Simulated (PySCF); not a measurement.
`[S@]1(=O)[C@H]([Se]C)CC1`, C₄H₈OSSe

Geometry:
```csv
atom,x (Å),y (Å),z (Å)
C1,2.343,0.370,-0.288
Se2,1.561,-0.606,1.216
C3,-0.327,-0.519,0.731
C4,-0.778,-0.896,-0.672
C5,-1.935,0.094,-0.727
S6,-1.189,1.161,0.612
O7,-0.291,2.107,-0.043
H8,3.357,0.627,0.004
H9,2.364,-0.265,-1.170
H10,1.763,1.272,-0.456
H11,-0.862,-1.069,1.507
H12,-0.018,-0.629,-1.406
H13,-1.041,-1.946,-0.808
H14,-2.078,0.623,-1.664
H15,-2.874,-0.314,-0.363
```

Computed, not measured: PySCF, TDDFT wB97X-D/aug-cc-pVDZ circular dichroism and optical rotation, one conformer, gas phase. Geometry: GFN2-xTB.

The molecule is flexible and this is one conformer; a measurement averages over conformers. The calculation is non-relativistic, which matters for the atoms heavier than Zn.

Q: Draw the ECD and absorption spectra from the lowest 16 states, each a Gaussian of half-width 0.2 eV at 1/e height.

A: 
```
E (eV)  λ (nm)  Δε (L mol⁻¹ cm⁻¹)  ε (L mol⁻¹ cm⁻¹)
  4.10     302              +0.06              3.44
  4.20     295              +0.58              32.6
  4.30     288              +3.35               188
  4.40     282             +11.69               656
  4.50     276             +24.74              1390
  4.60     270             +31.77              1790
  4.70     264             +24.74              1410
  4.80     258             +11.63               802
  4.90     253              +2.93               706
  5.00     248              -1.58              1230
  5.10     243              -7.30              1990
  5.20     238             -15.66              2580
  5.30     234             -20.45              2620
  5.40     230             -16.35              2020
  5.50     225              -8.53              1540
  5.60     221              -5.00              1940
  5.70     218              -7.30              2650
  5.80     214             -12.15              2640
  5.90     210             -13.83              2040
  6.00     207              -6.43              1780
  6.10     203              +7.32              2140
  6.20     200             +13.94              2830
  6.30     197              +4.91              3950
  6.40     194             -11.84              6020
  6.50     191             -19.90              8490
  6.60     188             -11.91              9700
  6.70     185              +3.92              8900
  6.80     182             +16.01              7170
  6.90     180             +18.35              5680
```
Δε uses R in velocity form, ε uses f in length form. Only the states computed contribute, so the short-wavelength end is incomplete.

The sign of the CD bands at 243, 193 nm isn't settled: the length form gives the opposite one.
